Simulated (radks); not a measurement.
Values are calculated unless marked as measured or tabulated.
Task: Radial electron density D(r) = 4 pi r^2 rho(r) of an atom or ion with 21 electrons. Level of theory: scalar-relativistic Kohn-Sham, r2SCAN, spin-polarised, spherical densities, finite nucleus; meta-GGA in the generalised Kohn-Sham scheme; Fermi nuclear charge, rms radius of each element as measured or else 0.836 A^(1/3) + 0.57 fm (a radial shooting solver on a logarithmic mesh with Libxc functionals).

```
   r/bohr * D(r) (the largest magnitude, 27.9, reaches the edge; | marks zero)
 0.009897 |           *
  0.01134 |             *
  0.01299 |                 *
  0.01476 |                    *
  0.01692 |                        *
  0.01938 |                            *
  0.02203 |                                *
  0.02524 |                                     *
  0.02891 |                                         *
  0.03286 |                                             *
  0.03765 |                                                *
  0.04313 |                                                  *
  0.04902 |                                                   *
  0.05616 |                                                  *
  0.06434 |                                               *
  0.07313 |                                            *
  0.08378 |                                         *
  0.09599 |                                      *
   0.1091 |                                     *
    0.125 |                                       *
   0.1432 |                                          *
   0.1628 |                                              *
   0.1865 |                                                   *
   0.2136 |                                                      *
   0.2428 |                                                      *
   0.2782 |                                                  *
   0.3187 |                                          *
   0.3622 |                                 *
    0.415 |                        *
   0.4754 |                  *
   0.5404 |               *
   0.6191 |               *
   0.7093 |                 *
   0.8061 |                   *
   0.9236 |                   *
    1.058 |                 *
    1.203 |              *
    1.378 |          *
    1.579 |      *
    1.794 |    *
    2.055 |  *
    2.355 | *
    2.676 |*
    3.066 |*
    3.513 |*
    3.993 |*
    4.574 *
    5.241 *
    5.957 *
    6.824 *
    7.819 *
    8.886 *
```

What is the nuclear charge?

Result: Z = 22. The innermost maximum, from 1s, lies near gamma/Z bohr with gamma = sqrt(1 - (Z/c)^2) = 0.987, here 0.0449 bohr (found: 0.0479), and its height grows with Z. The density is that of the titanium ion Ti+ in [Ar] 3d2 4s1; the configuration itself is not fixed sharply by these data, and Z only to about a unit. D(r) has 3 maxima, at r = 0.0479, 0.226, 0.873 bohr, and minima at 0.109, 0.567 bohr, inside which lie 2.14, 10.42 electrons.
